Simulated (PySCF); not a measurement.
NbO2Cl, SMILES [Nb]([Cl])(=[O])=[O], multiplicity 1.

Geometry: PBE-D3(BJ)/def2-SVP. The multiplicity is an assumed one; other spin states were not compared. The def2 effective core potentials stand for the cores of Nb; spin–orbit coupling is left out.

Two levels are set side by side: PBE/def2-TZVPD (PySCF) and ωB97X/def2-TZVPD (PySCF). Same geometry, gas phase. Differences are taken from unrounded values.

| quantity | PBE |
|---|---|
| orbital gap (eV) | 2.48 |
| highest occupied level (eV) | -7.20 |
| lowest empty level (eV) | -4.72 |
| dipole moment (D) | 4.59 |
| mean polarisability (bohr³) | 58.3 |

Task: These are the PBE values. What does ωB97X give? (An estimate is asked for; the answer gives what the named calculation found.)

Result: 
| quantity | ωB97X | PBE minus ωB97X |
|---|---|---|
| orbital gap (eV) | 9.31 | -6.83 |
| highest occupied level (eV) | -11.19 | 3.99 |
| lowest empty level (eV) | -1.88 | -2.84 |
| dipole moment (D) | 5.05 | -0.45 |
| mean polarisability (bohr³) | 55.1 | 3.1 |

Without exact exchange PBE keeps part of each electron's self-repulsion, which lifts occupied levels and narrows the gap. Loosely held outer electrons make PBE densities more polarisable. Differences between two approximate levels are no errors against the true value.

Rough cost on one machine, each run with all the roots and properties that it gave: ωB97X against PBE within a factor of 2.
